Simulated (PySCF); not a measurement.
# How methods differ on the ionisation energy of Xe⁺

Xe⁺ [Kr] 4d10 5s2 5p5 (2P) → Xe²⁺ [Kr] 4d10 5s2 5p4 (3P), as a difference of total energies. All numbers are calculated (PySCF 2.14, a scalar-relativistic core potential, in def2-TZVPPD with the def2 core potential (28 electrons)). Correlated levels: valence and next inner shell: nothing frozen outside the core potential. The calculations carry no spin-orbit coupling.

```tsv
method	ionisation energy (eV)	difference from reference (eV)
UHF	20.073	-0.902
MP2 (valence and next inner shell)	20.924	-0.051
SCS-MP2 (valence and next inner shell)	20.877	-0.098
CCSD (valence and next inner shell)	20.868	-0.107
CCSD(T) (valence and next inner shell)	20.904	-0.071
```

Reference: 20.975 eV (semi-empirical (NIST evaluation); NIST Atomic Spectra Database, ionization energies).

The reference lies between the lowest fine-structure levels, while these numbers refer to the centres of the terms.

Errors of the correlated levels include the incompleteness of this basis.
